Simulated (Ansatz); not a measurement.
The same path of BF2H + FH (6 atoms, charge 0, multiplicity 1) was run twice with different band settings. Lost on the way: B1–H2, F5–H6. Made: B1–F5, H2–H6.

Method: RKS revPBE/def2-SVP in Ansatz 0.2.0.

Relaxed end points:

```xyz
6
Properties=species:S:1:pos:R:3
B -0.004 0.333 -0.041
H -0.006 0.701 1.116
F 1.139 0.233 -0.718
F -1.149 0.176 -0.704
F 0.061 -2.012 0.830
H 0.064 -1.834 1.748
```

```xyz
6
Properties=species:S:1:pos:R:3
B 0.014 -0.484 -0.661
H 0.014 0.149 2.483
F 1.147 0.184 -0.844
F -1.154 0.129 -0.825
F 0.048 -1.769 -0.321
H 0.037 -0.611 2.398
```

Common settings: movable images 7; climbing image yes; spring 5.0 eV/Å²; start path through a guess of the saddle point; force threshold 0.05 eV/Å; iteration limit 60; end points relaxed.

| run | optimiser |
| --- | --- |
| 1 | quadratic models (default) |
| 2 | lbfgs |

(1) What does each run give, and how far can it be trusted?

## Answers

(1) Run 1: converged after 15 iterations, highest image 0.598 eV above the first end. A vibrational analysis at the climbing image gives one clearly imaginary mode, 1016i cm⁻¹: a first-order saddle point.
Run 2: converged after 46 iterations, highest image 0.598 eV above the first end. Another band between the same ends (7 images) ends at a top of the same energy, where a vibrational analysis finds 1 clearly imaginary mode.
The orbitals stay closed-shell, which can raise the energy where a bond breaks towards radicals; this wasn't checked here.
